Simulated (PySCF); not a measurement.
C2H6BFO2, SMILES B(OC)(OC)F.

The structure is a stationary point at ωB97X-D3(BJ)/def2-SVP. Other conformers were not sampled.

The numbers are results of ωB97X/def2-TZVP (PySCF), not measurements.

The molecule is in vacuum.

The total energy comes out as -355.17195 hartree and the highest occupied level is -10.98 eV. The lowest empty level is 2.87 eV, the orbital gap is 13.85 eV and the dipole moment is 2.14 D. The quadrupole, principal values (traceless, Buckingham form, about the centre of nuclear charge) is -6.67, 0.18, 6.48 D·Å and the mean static polarisability is 45.1 bohr³ (6.69 Å³). The polarisability, principal values is 37.7, 44.0, 53.7 bohr³.
